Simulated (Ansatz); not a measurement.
# Nudged elastic band run: C$_{2}$H$_{2}$ClSi

Input:

```yaml
crystal:
  periodic: [false, false, false]
  atoms:
    - { symbol: Si, position_ang: [-0.53541, 1.272192, -1.42553] }
    - { symbol: C, position_ang: [-0.067144, 0.29643, -0.051098] }
    - { symbol: C, position_ang: [0.563536, -0.540928, 0.749362] }
    - { symbol: Cl, position_ang: [1.662794, -1.771818, 0.216295] }
    - { symbol: H, position_ang: [-2.048939, 1.285068, -1.326593] }
    - { symbol: H, position_ang: [0.425163, -0.540943, 1.837554] }
magnetization:
  spin_polarized: true
  initial_magnetization: 1
basis:
  gaussian: { orbitals: def2-SVP }
hamiltonian:
  xc: pbe0
  dispersion: d4
neb:
  order_check: false
  images: 7
  f_tol: 0.05
  max_iterations: 60
  final_atoms:
    - { symbol: Si, position_ang: [0.2903296, 0.52130239, -1.94542891] }
    - { symbol: C, position_ang: [-0.5262917, 0.46417094, -0.27427337] }
    - { symbol: C, position_ang: [0.13862892, -0.31698374, 0.59715512] }
    - { symbol: Cl, position_ang: [1.59199014, -1.06963338, -0.06921991] }
    - { symbol: H, position_ang: [-1.44095472, 0.97332166, 0.05116565] }
    - { symbol: H, position_ang: [-0.05370224, -0.57217686, 1.64059141] }
  initial_path:
    images:
      - { positions_ang: [[-0.53541, 1.272192, -1.42553], [-0.067144, 0.29643, -0.051098], [0.563536, -0.540928, 0.749362], [1.662794, -1.771818, 0.216295], [-2.048939, 1.285068, -1.326593], [0.425163, -0.540943, 1.837554]] }
      - { positions_ang: [[-0.51491635, 1.22130254, -1.49416968], [-0.13019228, 0.33853305, -0.0453894], [0.51245897, -0.50499211, 0.72979741], [1.641593, -1.71422813, 0.17244171], [-1.88627835, 1.20298772, -1.17354105], [0.37733501, -0.54360207, 1.810851]] }
      - { positions_ang: [[-0.4944227, 1.17041308, -1.56280935], [-0.19324056, 0.38063611, -0.0396808], [0.46138194, -0.46905623, 0.71023281], [1.62039199, -1.65663825, 0.12858842], [-1.7236177, 1.12090743, -1.02048909], [0.32950703, -0.54626114, 1.784148]] }
      - { positions_ang: [[-0.47392905, 1.11952362, -1.63144903], [-0.25628884, 0.42273916, -0.03397219], [0.41030491, -0.43312034, 0.69066822], [1.59919099, -1.59904838, 0.08473514], [-1.56095706, 1.03882715, -0.86743714], [0.28167904, -0.54892021, 1.757445]] }
      - { positions_ang: [[-0.45343539, 1.06863417, -1.70008871], [-0.31933713, 0.46484221, -0.02826359], [0.35922788, -0.39718446, 0.67110363], [1.57798999, -1.5414585, 0.04088185], [-1.39829641, 0.95674686, -0.71438518], [0.23385106, -0.55157928, 1.730742]] }
      - { positions_ang: [[-0.26749415, 0.93180122, -1.76142376], [-0.37107577, 0.46467439, -0.08976603], [0.30407814, -0.37713428, 0.6526165], [1.58149003, -1.42350222, 0.01335641], [-1.40896099, 0.96089056, -0.52299747], [0.16196274, -0.55672867, 1.70820435]] }
      - { positions_ang: [[-0.0815529, 0.79496828, -1.82275881], [-0.42281442, 0.46450657, -0.15126848], [0.2489284, -0.3570841, 0.63412937], [1.58499006, -1.30554594, -0.01416903], [-1.41962556, 0.96503426, -0.33160977], [0.09007441, -0.56187807, 1.68566671]] }
      - { positions_ang: [[0.10438835, 0.65813533, -1.88409386], [-0.47455306, 0.46433875, -0.21277092], [0.19377866, -0.33703392, 0.61564225], [1.5884901, -1.18758966, -0.04169447], [-1.43029014, 0.96917796, -0.14022206], [0.01818609, -0.56702746, 1.66312906]] }
      - { positions_ang: [[0.2903296, 0.52130239, -1.94542891], [-0.5262917, 0.46417094, -0.27427337], [0.13862892, -0.31698374, 0.59715512], [1.59199014, -1.06963338, -0.06921991], [-1.44095472, 0.97332166, 0.05116565], [-0.05370224, -0.57217686, 1.64059141]] }
```

Run as:

```bash
$ ansatz run input.yaml --threads 2 --pin off --max-ram 3072MiB --backend cpu --events-out ev --progress --plain --runs-dir out
```

Output, in part (warnings, iteration lines, the closing report on the highest movable image, with atoms numbered from 0):

```
NEB end point (image 0): max|allowed force component| = 1.229e-2 eV/Å (the criterion of neb.relax_end_points is 1.000e-2)
NEB end point (image 8): max|allowed force component| = 7.797e-3 eV/Å (the criterion of neb.relax_end_points is 1.000e-2)
NEB iter   1: max|band force component| = 4.972e0 eV/Å  barrier→ = 1.8662 eV  barrier← = 2.9137 eV  Δτ_max = 0.1421 Å  (508 SCF iters)
NEB iter   2: max|band force component| = 4.035e0 eV/Å  barrier→ = 0.9160 eV  barrier← = 1.9635 eV  Δτ_max = 0.2000 Å  (307 SCF iters)
NEB iter   3: max|band force component| = 1.350e0 eV/Å  barrier→ = 0.5922 eV  barrier← = 1.6396 eV  Δτ_max = 0.1709 Å  (358 SCF iters)
NEB iter   4: max|band force component| = 1.190e0 eV/Å  barrier→ = 0.4914 eV  barrier← = 1.5388 eV  Δτ_max = 0.1207 Å  (324 SCF iters)
NEB iter   5: max|band force component| = 9.452e-1 eV/Å  barrier→ = 0.4685 eV  barrier← = 1.5160 eV  Δτ_max = 0.1557 Å  (302 SCF iters)
NEB iter   6: max|band force component| = 7.312e-1 eV/Å  barrier→ = 0.4304 eV  barrier← = 1.4778 eV  Δτ_max = 0.0954 Å  (307 SCF iters)
NEB iter   7: max|band force component| = 5.038e-1 eV/Å  barrier→ = 0.4050 eV  barrier← = 1.4525 eV  Δτ_max = 0.1958 Å  (306 SCF iters)
NEB iter   8: max|band force component| = 1.402e0 eV/Å  barrier→ = 0.3844 eV  barrier← = 1.4318 eV  Δτ_max = 0.1021 Å  (303 SCF iters)
NEB iter   9: max|band force component| = 6.419e-1 eV/Å  barrier→ = 0.4260 eV  barrier← = 1.4734 eV  Δτ_max = 0.1007 Å  (304 SCF iters)
NEB iter  10: max|band force component| = 6.225e-1 eV/Å  barrier→ = 0.3872 eV  barrier← = 1.4346 eV  Δτ_max = 0.0990 Å  (315 SCF iters)
NEB iter  11: max|band force component| = 6.423e-1 eV/Å  barrier→ = 0.4425 eV  barrier← = 1.4900 eV  Δτ_max = 0.0499 Å  (301 SCF iters)
NEB iter  12: max|band force component| = 3.709e-1 eV/Å  barrier→ = 0.4069 eV  barrier← = 1.4543 eV  CI = image 3  Δτ_max = 0.0496 Å  (317 SCF iters)
NEB iter  13: max|band force component| = 4.223e-1 eV/Å  barrier→ = 0.3938 eV  barrier← = 1.4412 eV  CI = image 3  Δτ_max = 0.0251 Å  (294 SCF iters)
NEB iter  14: max|band force component| = 9.927e-2 eV/Å  barrier→ = 0.3886 eV  barrier← = 1.4360 eV  CI = image 3  Δτ_max = 0.0252 Å  (301 SCF iters)
NEB iter  15: max|band force component| = 6.939e-2 eV/Å  barrier→ = 0.3861 eV  barrier← = 1.4335 eV  CI = image 3  Δτ_max = 0.0237 Å  (328 SCF iters)
NEB iter  16: max|band force component| = 9.899e-2 eV/Å  barrier→ = 0.3859 eV  barrier← = 1.4333 eV  CI = image 3  Δτ_max = 0.0119 Å  (303 SCF iters)
NEB iter  17: max|band force component| = 1.329e-1 eV/Å  barrier→ = 0.3858 eV  barrier← = 1.4332 eV  CI = image 3  Δτ_max = 0.0059 Å  (266 SCF iters)
NEB iter  18: max|band force component| = 5.322e-2 eV/Å  barrier→ = 0.3858 eV  barrier← = 1.4332 eV  CI = image 3  Δτ_max = 0.0119 Å  (243 SCF iters)
NEB iter  19: max|band force component| = 4.559e-2 eV/Å  barrier→ = 0.3858 eV  barrier← = 1.4332 eV  CI = image 3  Δτ_max = 0.0000 Å  (636 SCF iters)
Total energy: -22484.64947837 eV, -826.2956276874 hartree
Atom 0 at    -0.560346     1.428184    -1.600681 Å, force    -0.000519    -0.001000     0.001196 eV/Å
Atom 1 at     0.041731     0.381438    -0.348478 Å, force     0.004357    -0.003834     0.005303 eV/Å
Atom 2 at     0.451010    -0.456557     0.610633 Å, force    -0.009165     0.008256    -0.004343 eV/Å
Atom 3 at     1.620077    -1.695005     0.311849 Å, force     0.002251    -0.002407    -0.000194 eV/Å
Atom 4 at    -1.619233     0.792346    -0.609316 Å, force     0.001090    -0.000652     0.000086 eV/Å
Atom 5 at     0.066760    -0.450405     1.635983 Å, force     0.001986    -0.000364    -0.002048 eV/Å
Dipole moment:    -0.128234     0.034006     0.169172 e Å
```

It converged. A vibrational analysis at the climbing image gives one clearly imaginary mode, 962i cm⁻¹: a first-order saddle point.

Final band (atoms are numbered from 1 in the order of the input):

```tsv
image	path coordinate (Å)	energy (eV)	Si1–H5 (Å)	C2–H5 (Å)
0	0.00	0.00	1.52	2.56
1	0.41	0.04	1.52	2.38
2	0.82	0.19	1.53	2.14
3	1.24	0.39	1.58	1.73
4	1.67	-0.19	1.75	1.27
5	2.10	-0.68	2.05	1.13
6	2.54	-0.89	2.34	1.11
7	2.97	-0.99	2.55	1.10
8	3.40	-1.05	2.68	1.10
```

The run took 4.7 min on 2 threads of Arm Neoverse V2 (shared host), peak memory 0.21 GiB.
